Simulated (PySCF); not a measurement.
In(F)(Br)(Me) (CH3BrFIn), SMILES [Br][In]([CH3])[F]. Atoms are numbered in the order given.

```xyz
7

In    -0.0428     0.6653     0.0000
F     -1.9278     1.2031     0.0000
Br     0.1407    -1.8047     0.0000
C      1.5283     2.1104     0.0000
H      2.4991     1.5997     0.0000
H      1.4264     2.7366    -0.8968
H      1.4264     2.7366     0.8968
```
Charge 0, spin multiplicity 1.

Geometry optimised at PBE0-D3(BJ)/def2-SVP. The def2 effective core potentials stand for the cores of In; spin–orbit coupling is left out.

Method: PySCF with CAM-B3LYP/def2-TZVP.

Symmetry labels are those of the subgroup Cs that the program uses (full group Cs).

Computed valence orbital energies around the gap with their symmetry:
```tsv
orbital	symmetry	energy (eV)
HOMO−7	A'	-13.70
HOMO−6	A"	-13.70
HOMO−5	A'	-11.99
HOMO−4	A"	-11.90
HOMO−3	A'	-11.51
HOMO−2	A'	-10.19
HOMO−1	A"	-9.84
HOMO	A'	-9.61
LUMO	A'	-0.92
LUMO+1	A"	-0.65
LUMO+2	A'	1.19
LUMO+3	A'	1.28
```
